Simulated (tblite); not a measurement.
A geometry optimisation, step by step.

C₅H₁₄BNSi.
SMILES with atom numbers: `[CH2:1]=[CH:2][SiH2:3][CH2:4][BH:5][N:6]([CH3:7])[CH3:8]` (hydrogens: H9, H10 on C1; H11 on C2; H12, H13 on Si3; H14, H15 on C4; H16 on B5; H17, H18, H19 on C7; H20, H21, H22 on C8)

Computed with GFN2-xTB (tblite), gas phase: L-BFGS steps from a force-field or distance-geometry start until the largest atomic force falls under 0.01 eV/Å. 5 of its 176 geometries are shown.

Step 0: E = -643.4144 eV, largest atomic force 3.392 eV/Å
```
atom  x, y, z in Å  |  force x, y, z in eV/Å
C1      3.882    1.022    0.038    0.584  -0.002   0.644
C2      3.338   -0.044    0.598    1.233   0.054   0.978
Si3     1.820   -0.874    0.030   -0.922  -0.991  -0.204
C4      0.384    0.344    0.081   -0.769  -0.042   1.353
B5     -0.875   -0.384    0.783   -1.300  -0.085  -1.307
N6     -2.297   -0.074    0.375    3.357  -0.310   0.374
C7     -2.812   -1.127   -0.470    0.002  -0.522   0.130
C8     -2.491    1.211   -0.218   -1.844   0.901  -0.339
H9      3.481    1.530   -0.815   -0.101   0.030  -0.159
H10     4.786    1.420    0.484   -0.025   0.253  -0.312
H11     3.844   -0.481    1.480   -0.217   0.353  -0.552
H12     1.466   -2.026    0.906    0.399   0.168  -0.223
H13     2.028   -1.377   -1.330   -0.046  -0.079  -0.164
H14     0.080    0.551   -0.940    0.069   0.566   0.009
H15     0.633    1.258    0.656    0.007  -0.254  -0.753
H16    -0.663   -1.477    1.178   -0.500   0.351   0.431
H17    -2.112   -1.995   -0.361   -1.147   0.435  -0.436
H18    -2.829   -0.733   -1.516    0.092  -0.881   0.489
H19    -3.844   -1.351   -0.153    0.263  -0.297  -0.251
H20    -3.203    1.048   -1.062    0.298   0.639   0.397
H21    -3.027    1.890    0.499    0.687  -0.297  -0.483
H22    -1.601    1.688   -0.644   -0.120   0.010   0.379
```

Step 44: E = -645.0231 eV, largest atomic force 0.114 eV/Å
```
atom  x, y, z in Å  |  force x, y, z in eV/Å
C1      4.112    1.151    0.050   -0.009   0.014   0.034
C2      3.597    0.075    0.621   -0.029   0.007   0.004
Si3     2.013   -0.802    0.081   -0.043   0.036  -0.054
C4      0.439    0.241    0.344    0.011  -0.046  -0.027
B5     -0.873   -0.643    0.206    0.014  -0.066   0.055
N6     -2.122   -0.209   -0.203    0.090   0.063   0.032
C7     -3.265   -1.096   -0.248    0.056   0.013  -0.016
C8     -2.486    1.137   -0.585    0.024   0.016  -0.004
H9      3.638    1.634   -0.790    0.004  -0.004   0.013
H10     5.028    1.605    0.399    0.029   0.043  -0.049
H11     4.139   -0.359    1.453   -0.019   0.025   0.018
H12     1.948   -2.030    0.889    0.006  -0.010  -0.018
H13     2.142   -1.156   -1.342   -0.011  -0.012  -0.026
H14     0.442    1.121   -0.301    0.043  -0.015  -0.031
H15     0.480    0.634    1.363   -0.036   0.007   0.052
H16    -0.796   -1.778    0.505   -0.035  -0.031   0.044
H17    -2.996   -2.060    0.173   -0.027  -0.021   0.024
H18    -3.593   -1.252   -1.280   -0.059   0.054  -0.038
H19    -4.095   -0.674    0.324   -0.047  -0.011   0.001
H20    -3.043    1.126   -1.528    0.011   0.008   0.007
H21    -3.119    1.602    0.181   -0.012  -0.044  -0.033
H22    -1.601    1.752   -0.712    0.039  -0.026   0.010
```

Step 88: E = -645.0780 eV, largest atomic force 0.043 eV/Å
```
atom  x, y, z in Å  |  force x, y, z in eV/Å
C1      3.977    1.224   -0.030   -0.011  -0.001   0.016
C2      3.491    0.171    0.607   -0.015  -0.012  -0.009
Si3     2.036   -0.871   -0.001   -0.015  -0.004  -0.002
C4      0.451    0.068    0.478   -0.029  -0.026  -0.012
B5     -0.897   -0.750    0.336   -0.013  -0.002  -0.009
N6     -2.083   -0.233   -0.161   -0.016  -0.005  -0.011
C7     -3.310   -1.001   -0.220    0.026   0.000  -0.002
C8     -2.301    1.108   -0.655    0.014  -0.005  -0.012
H9      3.576    1.542   -0.980    0.031  -0.001  -0.004
H10     4.790    1.819    0.359    0.018   0.018  -0.024
H11     3.936   -0.094    1.559    0.011  -0.007  -0.001
H12     2.124   -2.191    0.640   -0.003   0.019   0.003
H13     2.128   -1.043   -1.459   -0.021   0.013  -0.007
H14     0.447    1.018   -0.061    0.000   0.002   0.018
H15     0.553    0.329    1.534    0.010   0.014   0.039
H16    -0.923   -1.863    0.716    0.001   0.009   0.010
H17    -3.123   -2.023    0.094   -0.002  -0.017  -0.002
H18    -3.714   -1.010   -1.237    0.027  -0.002  -0.006
H19    -4.067   -0.565    0.440   -0.007   0.013  -0.002
H20    -2.578    1.087   -1.714   -0.007  -0.005  -0.009
H21    -3.116    1.586   -0.103    0.002   0.019   0.012
H22    -1.406    1.712   -0.544   -0.002  -0.023   0.014
```

Step 131: E = -645.1738 eV, largest atomic force 0.052 eV/Å
```
atom  x, y, z in Å  |  force x, y, z in eV/Å
C1      3.964    1.187   -0.399    0.024  -0.022  -0.011
C2      3.252    0.440    0.428    0.016   0.003  -0.013
Si3     1.711   -0.543   -0.044    0.004  -0.011   0.037
C4      0.310   -0.117    1.173   -0.014  -0.003   0.050
B5     -1.038   -0.846    0.792   -0.015   0.014   0.006
N6     -1.979   -0.311   -0.074    0.005  -0.006  -0.020
C7     -3.212   -0.984   -0.421   -0.007  -0.002   0.010
C8     -1.894    0.969   -0.740    0.012  -0.010  -0.034
H9      3.688    1.300   -1.436    0.002   0.007   0.027
H10     4.859    1.712   -0.094   -0.040   0.010  -0.007
H11     3.589    0.363    1.456   -0.007   0.010  -0.001
H12     2.055   -1.971    0.066   -0.019  -0.005  -0.035
H13     1.354   -0.238   -1.439   -0.012   0.010   0.013
H14     0.208    0.968    1.236    0.016  -0.017  -0.029
H15     0.640   -0.445    2.162   -0.014   0.022  -0.037
H16    -1.265   -1.909    1.245    0.009   0.020  -0.037
H17    -3.242   -1.967    0.038   -0.008   0.000   0.021
H18    -3.296   -1.101   -1.508    0.018   0.007   0.023
H19    -4.074   -0.403   -0.075   -0.008  -0.022  -0.015
H20    -1.946    0.837   -1.827    0.024  -0.008   0.015
H21    -2.732    1.611   -0.444    0.016   0.010   0.025
H22    -0.961    1.467   -0.497    0.000  -0.007   0.012
```

Step 175: E = -645.1795 eV, largest atomic force 0.007 eV/Å
```
atom  x, y, z in Å  |  force x, y, z in eV/Å
C1      3.944    1.183   -0.408    0.002  -0.005   0.002
C2      3.228    0.439    0.420    0.002   0.006  -0.004
Si3     1.677   -0.523   -0.059   -0.005  -0.003   0.003
C4      0.307   -0.128    1.204    0.001  -0.002   0.001
B5     -1.045   -0.849    0.827    0.001   0.001  -0.003
N6     -1.971   -0.313   -0.055    0.003   0.000   0.000
C7     -3.197   -0.985   -0.422   -0.004  -0.004   0.002
C8     -1.849    0.954   -0.738    0.000   0.000  -0.001
H9      3.672    1.288   -1.446   -0.001   0.004   0.002
H10     4.831    1.718   -0.101   -0.004   0.000   0.001
H11     3.557    0.373    1.451   -0.001  -0.005   0.000
H12     1.996   -1.960   -0.051   -0.002   0.001  -0.001
H13     1.285   -0.138   -1.425    0.000   0.002   0.001
H14     0.209    0.956    1.279    0.000  -0.003   0.001
H15     0.657   -0.468    2.180   -0.001   0.002  -0.001
H16    -1.281   -1.909    1.278    0.001   0.003   0.002
H17    -3.281   -1.926    0.113    0.001   0.000  -0.002
H18    -3.217   -1.188   -1.499    0.003   0.003   0.002
H19    -4.066   -0.363   -0.180    0.003   0.002   0.004
H20    -1.868    0.805   -1.823   -0.001   0.000   0.000
H21    -2.682    1.615   -0.473   -0.002  -0.003  -0.003
H22    -0.916    1.440   -0.473    0.003   0.000  -0.004
```

**Question.** Summarise the path.

**Answer.** The energy falls by 1.7652 eV from step 0 to step 175; nine tenths of that is first reached at step 39. It falls at every step. The largest force goes from 3.392 to 0.007 eV/Å. Among the bonds B5–N6 changes most, from 1.511 to 1.386 Å; the atoms move by 1.103 Å rms after alignment.

What follows is the cost of the whole relaxation. Time: 1.3 s. Hardware: an Arm Neoverse V2 with one thread, no GPU, shared host.
